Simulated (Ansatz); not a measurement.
Ca₃Te₂, relaxed as a quintet with UKS PBE-D4/def2-SVP in Ansatz, starting from the PBE-D4/def2-SVP geometry of the neutral singlet. Force threshold 0.02 eV/Å.

In the def2 sets Te takes a core potential; there is no spin–orbit coupling. At PBE-D4/def2-SVP a singlet of charge 0 lies 2.44 eV below the quintet, each at its own geometry. The structure comes from a short search, and lower isomers may exist.

Start:

```tsv
atom	x (Å)	y (Å)	z (Å)
Ca1	0.005	-1.229	-1.687
Ca2	1.493	-0.207	1.443
Ca3	-1.497	1.435	0.244
Te4	1.206	1.436	-1.043
Te5	-1.207	-1.435	1.043
```

```json
{"step": "1", "energy (eV)": "-69878.2545", "largest force component (eV/Å)": "0.843", "SCF passes": "19"}
{"step": "2", "energy (eV)": "-69878.6327", "largest force component (eV/Å)": "0.296", "SCF passes": "29"}
{"step": "3", "energy (eV)": "-69878.8596", "largest force component (eV/Å)": "0.174", "SCF passes": "26"}
{"step": "4", "energy (eV)": "-69878.8776", "largest force component (eV/Å)": "0.163", "SCF passes": "21"}
{"step": "5", "energy (eV)": "-69878.8922", "largest force component (eV/Å)": "0.040", "SCF passes": "20"}
{"step": "6", "energy (eV)": "-69878.8929", "largest force component (eV/Å)": "0.009", "SCF passes": "22"}
```

Force components are those of the run's own axes.

End:

```csv
atom,x (Å),y (Å),z (Å)
Ca1,0.007,-1.492,-2.047
Ca2,1.813,-0.252,1.750
Ca3,-1.817,1.743,0.296
Te4,0.993,1.184,-0.859
Te5,-0.995,-1.182,0.859
```

By distances, no bond broke or formed, bridged metal pairs apart. The bond that changes most is Ca3–Te5, from 2.99 to 3.09 Å (atoms count from 1). Metal–metal contacts that move far: Ca1–Ca3 3.62 to 4.39 Å, Ca2–Ca3 3.62 to 4.39 Å, Ca1–Ca2 3.61 to 4.38 Å.

No frequencies were taken in this run, so the end may be a saddle point.

Hardware: 2 threads of AMD EPYC 7R13 on a shared host. Wall time 25 s.
